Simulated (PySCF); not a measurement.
Species: C8H13N.
SMILES with atom numbers: `[CH2:1]=[N:2][C@@H:3]1[CH2:4][CH:5]=[C:6]([CH2:7][CH3:8])[CH2:9]1` (hydrogens: H10, H11 on C1; H12 on C3; H13, H14 on C4; H15 on C5; H16, H17 on C7; H18, H19, H20 on C8; H21, H22 on C9)

The geometry is computed with GFN2-xTB (gas phase).

(1) Give the optimised bond lengths and angles.

Results:

(1) 
```csv
bond,length (pm)
C1=N2,125.0
N2–C3,143.0
C3–C4,154.5
C4–C5,149.7
C5=C6,132.5
C6–C7,149.5
C7–C8,153.0
C6–C9,150.5
C3–C9,154.4
C1–H10,108.0
C1–H11,109.8
C3–H12,110.5
C4–H13,109.4
C4–H14,109.1
C5–H15,107.7
C7–H16,109.4
C7–H17,109.2
"C8–H18, C8–H19, C8–H20",108.7
C9–H21,109.3
C9–H22,109.0
```

Bonds in one row agree within 1 pm and their mean is given. A selection of angles:
```csv
angle,degrees
C1–N2–C3,120.8
N2–C3–C4,110.2
N2–C3–C9,110.2
C4–C3–C9,104.7
C3–C4–C5,103.9
C4–C5–C6,112.7
C5–C6–C7,127.5
C5–C6–C9,111.1
C7–C6–C9,121.3
C6–C7–C8,112.2
C3–C9–C6,104.5
```

Dihedral angles: C1–N2–C3–C4 -121° (anticlinal); N2–C3–C4–C5 -135° (anticlinal); C3–C4–C5–C6 11° (synperiplanar); C4–C5–C6–C7 178° (antiperiplanar); C5–C6–C7–C8 112° (anticlinal); C5–C6–C9–C3 -11° (synperiplanar); N2–C3–C9–C6 135° (anticlinal).

The C–C distances run from 1.325 Å (C5=C6, drawn double) to 1.545 Å (C3–C4, drawn single), a spread of 0.220 Å. Of the pairs four or more bonds apart, H11···H12 is among the closest relative to their van der Waals radii: 2.28 Å, 95 % of the sum of Bondi's values. The 5-membered ring C3–C4–C5–C6–C9 has internal angles of 103.9° to 112.7°; it is puckered, 0.08 Å rms from its mean plane, widest ring torsion 17°. The 2 C–N bonds span 1.250 Å (C1=N2, drawn double) to 1.430 Å (N2–C3, drawn single), a spread of 0.180 Å.

Point group: C1 (no symmetry element, even within 0.4 Å). Stationary, but not proved a minimum. One conformer, not necessarily the lowest.
